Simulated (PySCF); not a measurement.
Calculated NMR parameters of Bc1ccco1

```yaml
Formula: C4H5BO
SMILES: Bc1ccco1
Point_group_of_the_computed_structure: Cs
Carbon_signals: 4
Proton_signals: 4
```

Bonds (- single, = double, # triple, : aromatic): B1-C2 1.514 Å, C2:C3 1.387 Å, C3:C4 1.413 Å, C4:C5 1.374 Å, C5:O6 1.325 Å, O6:C2 1.377 Å. B1 carries H7, H8; C3 carries H9; C4 carries H10; C5 carries H11.

Relativity neglected, one averaged value for each set of equivalent atoms, a single conformation, isolated molecule. Geometry: PBE0-D3(BJ)/def2-SVP; NMR shieldings at KT2/pcSseg-2/GIAO; B3LYP/pcJ-1 coupling constants (spin–dipole term only in couplings to heteroatoms); PySCF 2.14.

Referencing at the same level of theory: TMS for ¹H and ¹³C; BF3·OEt2 for ¹¹B; ¹⁷O against H2O.

| carbon | δC, type | δH (multiplicity, J in Hz) | HMBC from (abs. J ≥ 3 Hz) | span of the C tensor (ppm) |
| --- | --- | --- | --- | --- |
| C2 | 170.0, C | – | H11, H9, H10, H7/H8 | 169 |
| C3 | 135.5, CH | 7.51 (d, 3.9) | H11, H10, H7/H8 | 188 |
| C4 | 112.2, CH | 6.70 (dd, 3.9, 1.9) | H11, H9 | 166 |
| C5 | 151.5, CH | 7.96 (d, 1.9) | H9, H10 | 154 |

Other nuclei:
| atoms | nucleus | environment | δ (ppm) | σ (ppm) |
| --- | --- | --- | --- | --- |
| H7/H8 | ¹H | hydrogen on a boron bonded to C | 6.15 | 25.02 |
| B1 | ¹¹B | boron bonded to C, 2 H | 51.0 | 47.3 |
| O6 | ¹⁷O | aromatic ring oxygen | 323.6 | 0.8 |

Selected couplings (Hz, signed; the shortest-range and largest first, 30 at most; isotopes ¹³C, ¹H, ¹¹B): ¹J(C5,H11) 208.4, ¹J(C4,H10) 186.2, ¹J(C3,H9) 184.7, ¹J(B1,H7) 138.3, ¹J(B1,C2) 84.1, ¹J(C4,C5) 70.2, ¹J(C2,C3) 59.1, ¹J(C3,C4) 55.5, ²J(B1,C3) 10.0, ²J(C3,C5) 2.4, ²J(C2,C4) 1.6, ³J(B1,C5) 5.2, ³J(H9,H10) 3.9, ³J(B1,C4) 2.3, ³J(H10,H11) 1.9, ³J(B1,H9) 1.1.

δC 170.0: substituted aromatic carbon next to the ring oxygen. δC 151.5: aromatic CH next to the ring oxygen. δC 135.5, 112.2: aromatic CH. δH 7.96: hydrogen on an aromatic CH next to the ring oxygen; aromatic region. δH 7.51, 6.70: hydrogen on an aromatic CH; it sits in the deshielding region of the aromatic ring current. The protons at 7.51 and 6.70 share a coupling of 3.9 Hz (vicinal, an ortho-type coupling).

Hydrogens on boron are broadened and split by ¹¹B (spin 3/2, 80 %) and 10B (spin 3). A carbon bonded to boron is broadened by the quadrupolar boron nucleus and is often missing from a measured spectrum. Splittings below 1 Hz are ignored in the labels, and close J values are merged. Unscaled 3J(H,H) at this level run about 10 % above measured values. Shifts are as computed. Against solution values, carbons near 30 ppm lie about +3 ppm off and those near 130 ppm about -1 ppm. Of 1211 compounds with measured shifts, 218 miss one by over three times the rms of a fit or turn the order of signals round; such compounds aren't used in these exercises. Unscaled 17O shifts of doubly bonded oxygen tend to come out too high, by tens of ppm or more. Experimental scales use liquid or dissolved standards, which lie at an offset from isolated H2O (liquid H2O: subtract about 36 ppm).
